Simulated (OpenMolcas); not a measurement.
Rh2+ among 4 point charges of -1 e arranged as a tetrahedron (Td).

```json
{"Program": "OpenMolcas 26.06", "Method": "CASSCF", "Basis": "ANO-RCC-VDZP [6s5p3d1f]", "Scalar Hamiltonian": "DKH2, point nucleus", "Active space": "7 electrons in 5 orbitals (4d)", "State averaging": "2S+1 = 4 even, 10 roots; 2S+1 = 2 even, 40 roots", "Spin-orbit coupling": "state interaction with AMFI integrals over the reference wave functions"}
```

All point charges move together. At R = 1.88 Å the first state of the same spin is 2787 cm-1, and at R = 2.08 Å it is 1910 cm-1.

Q: A third run gives 1259 cm-1. What distance was it run at?

A: With a power law R^-n the two known points give n = -ln(1910 / 2787) / ln(2.08 / 1.88) = 3.74. Then R = 1.88 × (2787 / 1259)^(1/3.74) = 2.325 Å. The run was at 2.31 Å, so the estimate is off by +0.015 Å.

Without dynamic correlation the repulsion within the d shell is too large (B by tens of per cent), so at a given field states of lower spin stand too high. The ground term spreads over less than 5000 cm-1, several times less than with real ligands, so orbital moments are less quenched and χT lies further from the spin-only value than at real sites. Spin-orbit coupling mixes the spin-free states strongly: the lowest level takes only 70 % from its leading state, 4A2 (figures for R = 2.08; the like holds for R = 2.31). Point charges carry no covalency, so the field is a model and not that of real ligands. No measured value stands beside these numbers.
